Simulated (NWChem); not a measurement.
# C2H5BO2; SMILES O=CB(C)O

```xyz
10

C     -0.6232    -1.8913    -0.0004
B      0.0595    -0.4817     0.0002
O      1.3987    -0.3161     0.0003
C     -0.7372     0.9356     0.0008
O     -0.0746     1.9671    -0.0007
H     -1.2748    -2.0094    -0.8785
H     -1.2817    -2.0071     0.8727
H      0.0996    -2.7129     0.0034
H      1.5770     0.6488     0.0001
H     -1.8482     1.0154     0.0026
```
Atoms are numbered in this order, from 1.

All runs: NWChem. Pople sets run with spherical d functions. All runs use the structure optimised with B3LYP/6-31G* (spherical d). Ions are spin-unrestricted doublets at the neutral geometry; other ion states weren't tried. Functional: LC-ωPBE (HJS hole) with 6-31G*; rows give the range parameter ω in 1/bohr.

```json
[
 {"range parameter (1/bohr)": "0.05", "vertical ionisation energy, ΔSCF (eV)": "9.32", "−ε(HOMO) (eV)": "6.29", "ΔSCF minus −ε(HOMO) (eV)": "3.03"},
 {"range parameter (1/bohr)": "0.20", "vertical ionisation energy, ΔSCF (eV)": "9.57", "−ε(HOMO) (eV)": "8.26", "ΔSCF minus −ε(HOMO) (eV)": "1.31"},
 {"range parameter (1/bohr)": "0.30", "vertical ionisation energy, ΔSCF (eV)": "9.81", "−ε(HOMO) (eV)": "9.22", "ΔSCF minus −ε(HOMO) (eV)": "0.59"},
 {"range parameter (1/bohr)": "0.60", "vertical ionisation energy, ΔSCF (eV)": "10.28", "−ε(HOMO) (eV)": "10.94", "ΔSCF minus −ε(HOMO) (eV)": "-0.66"},
 {"range parameter (1/bohr)": "0.80", "vertical ionisation energy, ΔSCF (eV)": "10.37", "−ε(HOMO) (eV)": "11.50", "ΔSCF minus −ε(HOMO) (eV)": "-1.13"}
]
```
